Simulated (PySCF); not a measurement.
# Nonlinear optical response: SMILES FC(F)(F)C#Cn1cccc1, C₇H₄F₃N

Geometry (Å), atoms numbered from 1 in this order:
```xyz
15

F     3.893    1.119   -0.371
C     3.417   -0.067    0.009
F     3.871   -0.976   -0.856
F     3.938   -0.356    1.202
C     1.954   -0.048    0.065
C     0.746   -0.027    0.111
N    -0.592    0.005    0.160
C    -1.389   -0.787    0.977
C    -2.692   -0.453    0.734
C    -2.702    0.572   -0.263
C    -1.404    0.838   -0.600
H    -0.934   -1.509    1.650
H    -3.559   -0.897    1.219
H    -3.578    1.062   -0.684
H    -0.962    1.538   -1.304
```

Method used: quadratic response CAM-B3LYP/aug-cc-pVDZ first hyperpolarisability, Taylor convention, gas phase (PySCF). Geometry: PBE0-D3(BJ)/def2-SVP.

**Question.** What is the first hyperpolarisability, and how does it disperse?

**Answer.** In au, Taylor convention; the vector part is βᵢ = ⅓ Σⱼ (βᵢⱼⱼ + βⱼᵢⱼ + βⱼⱼᵢ); β∥ is 3/5 of the vector part along the dipole, the dipole points from − to +:
| process | λ (nm) | β vector norm | β∥ | β HRS | depolarisation ratio |
| --- | --- | --- | --- | --- | --- |
| static β(0;0,0) | ∞ | 67.3 | 40.3 | 77.1 | 1.71 |
| second harmonic β(−2ω;ω,ω) | 1907 | 72.5 | 43.4 | 80.8 | 1.73 |
| Pockels β(−ω;ω,0) | 1907 | 69.0 | 41.3 | – | – |
| second harmonic β(−2ω;ω,ω) | 1064 | 85.9 | 51.5 | 90.2 | 1.78 |
| Pockels β(−ω;ω,0) | 1064 | 72.9 | 43.7 | – | – |

**Question.** Which lowest excitations, dipole and polarisabilities go with it?

**Answer.** S1 5.47 eV (f = 0.000); S2 5.71 eV (f = 0.091); S3 5.73 eV (f = 0.284); dipole 2.76 D; isotropic α 95.8 au static, 96.1 au at 1907 nm, 97.0 au at 1064 nm, 97.3 au at 953.5 nm, 100.9 au at 532 nm.
